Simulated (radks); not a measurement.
Initial-state core-level shifts of the niobium ion Nb3+ when its valence configuration changes from [Kr] 4d2. Calculated with a radial shooting solver on a logarithmic mesh with Libxc functionals: scalar-relativistic Kohn-Sham, PBE, spin-unpolarised, spherical densities, point nucleus. Shifts are changes of the shell-averaged eigenvalues in eV (positive: less bound).

valence	3s	3p	3d	4s
4d1 5p1	-5.986	-5.985	-6.019	-5.254
4d1 5s1	-4.876	-4.876	-4.910	-4.198
5s2	-10.079	-10.079	-10.154	-8.530
5p2	-12.267	-12.264	-12.339	-10.579
4d1.5 5p0.5	-2.950	-2.950	-2.966	-2.611
4d1.5 5s0.5	-2.393	-2.394	-2.410	-2.077
